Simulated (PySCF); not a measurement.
Correlation energy of Ta⁺ (tantalum, charge +1)

[Xe] 4f14 5d2 6s2, high-spin 3F determinant (an excited configuration). All numbers are calculated (PySCF 2.14, a scalar-relativistic core potential, in aug-cc-pVTZ-PP with ECP60MDF). Frozen: 5s2 5p6; 4 electrons correlated.

```
  level  correlation energy (mhartree)
   CCSD                         -64.64
    (T)                          -3.64
CCSD(T)                         -68.28
```

Diagnostics: T1 = 0.016, D1 = 0.0382, largest double amplitude 0.089.

Spin-orbit coupling, absent here, splits the open shell strongly.

Cost of the coupled-cluster step: of the order of 24 core-seconds, for 4 correlated electrons.

Iterations:

```
CC2 = 0
CCSD nocc = (np.int64(3), np.int64(1)), nmo = (84, 84)
frozen orbitals [[0, 1, 2, 3], [0, 1, 2, 3]]
max_cycle = 100
direct = 0
conv_tol = 1e-08
conv_tol_normt = 1e-06
diis_space = 8
diis_start_cycle = 0
Init t2, MP2 energy = -0.0517228164264487
Init E_corr(UCCSD) = -0.051722816427413
cycle = 1  E_corr(UCCSD) = -0.0585935537607155  dE = -0.00687073733  norm(t1,t2) = 0.0543992
cycle = 2  E_corr(UCCSD) = -0.0611058533197037  dE = -0.00251229956  norm(t1,t2) = 0.029692
cycle = 3  E_corr(UCCSD) = -0.063660935144462  dE = -0.00255508182  norm(t1,t2) = 0.0201462
cycle = 4  E_corr(UCCSD) = -0.0643439294637017  dE = -0.000682994319  norm(t1,t2) = 0.0106169
cycle = 5  E_corr(UCCSD) = -0.0645978665422803  dE = -0.000253937079  norm(t1,t2) = 0.00372042
cycle = 6  E_corr(UCCSD) = -0.0646194213966765  dE = -2.15548544e-05  norm(t1,t2) = 0.00154728
cycle = 7  E_corr(UCCSD) = -0.064633695585802  dE = -1.42741891e-05  norm(t1,t2) = 0.000754209
cycle = 8  E_corr(UCCSD) = -0.0646467022087637  dE = -1.3006623e-05  norm(t1,t2) = 0.000255903
cycle = 9  E_corr(UCCSD) = -0.0646421860205306  dE = 4.51618823e-06  norm(t1,t2) = 5.90523e-05
cycle = 10  E_corr(UCCSD) = -0.0646441807735774  dE = -1.99475305e-06  norm(t1,t2) = 1.92406e-05
cycle = 11  E_corr(UCCSD) = -0.0646441398455178  dE = 4.09280596e-08  norm(t1,t2) = 6.84003e-06
cycle = 12  E_corr(UCCSD) = -0.0646440311975955  dE = 1.08647922e-07  norm(t1,t2) = 2.71971e-06
cycle = 13  E_corr(UCCSD) = -0.0646440154739268  dE = 1.57236688e-08  norm(t1,t2) = 6.09263e-07
cycle = 14  E_corr(UCCSD) = -0.0646440266485259  dE = -1.11745991e-08  norm(t1,t2) = 2.45049e-07
cycle = 15  E_corr(UCCSD) = -0.0646440269207242  dE = -2.72198306e-10  norm(t1,t2) = 6.97982e-08
UCCSD converged
E(UCCSD) = -56.54406580768426  E_corr = -0.0646440269207242
UCCSD(T) correction = -0.00363872942606873
```
